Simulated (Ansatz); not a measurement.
Species: methyl-bis(sulfanyl)borane, CH5BS2, charge 0, multiplicity 1. SMILES: CB(S)S
Geometry: optimised at B3LYP-D3(BJ)/def2-TZVP (Ansatz, a first-principles code).

Wanted: enthalpy of formation at 298 K, in kcal/mol. Set-up: dispersion terms only where a functional's name holds one; LANL2DZ with its own core potentials from Na on; no spin-orbit coupling; six Cartesian d functions in 6-31G* and its kin unless marked 5d; non-relativistic; 6-311+G** with 5d, 6d on Na to Ar in Ansatz; frozen cores in correlated levels; UHF or UKS for open shells. CBS(X,Y): correlation extrapolated as X^-3; Hartree-Fock from the larger set. Ab initio and DFT rows: single points at B3LYP-D3(BJ) geometries (Ansatz), with unscaled harmonic terms from B3LYP/6-31G* (Ansatz) at its own minima, enthalpies of formation by atomisation with measured atoms.

Coupled cluster (Ansatz) is a level with limits of its own, used here on species with T1 under 0.025 (0.045 for open shells) and stable references: CCSD(T)/CBS(aug-cc-pV(T+d)Z,aug-cc-pV(Q+d)Z).

Value to compare with, CCSD(T)/CBS(aug-cc-pV(T+d)Z,aug-cc-pV(Q+d)Z) (Ansatz): -36.4 kcal/mol.

| level | program | enthalpy of formation at 298 K (kcal/mol) | difference |
|---|---|---|---|
| PBE/STO-3G | Ansatz | -246.4 | -210.0 |
| PBE/3-21G | Ansatz | -20.1 | 16.3 |
| PBE/LANL2DZ | Ansatz | -4.2 | 32.2 |
| PBE/6-31G* | Ansatz | -44.9 | -8.5 |
| PBE/def2-SVP | Ansatz | -52.4 | -16.0 |
| PBE/6-311+G** | Ansatz | -41.9 | -5.5 |
| PBE/def2-TZVPD | Ansatz | -48.3 | -11.9 |

Among the 6 habitual levels, PBE/STO-3G lies farthest from CCSD(T)/CBS(aug-cc-pV(T+d)Z,aug-cc-pV(Q+d)Z) (Ansatz) (-210.0 kcal/mol) and PBE/6-311+G** nearest (-5.5); 2 of 6 lie above it, and their mean absolute difference is 48.1 kcal/mol, the median 16.1. One case shows no general order.

The sets are all those run for this method; left out are runs that failed, that the program found above a lower state of the same kind, or whose <S^2> lies over 0.5 above the pure value.
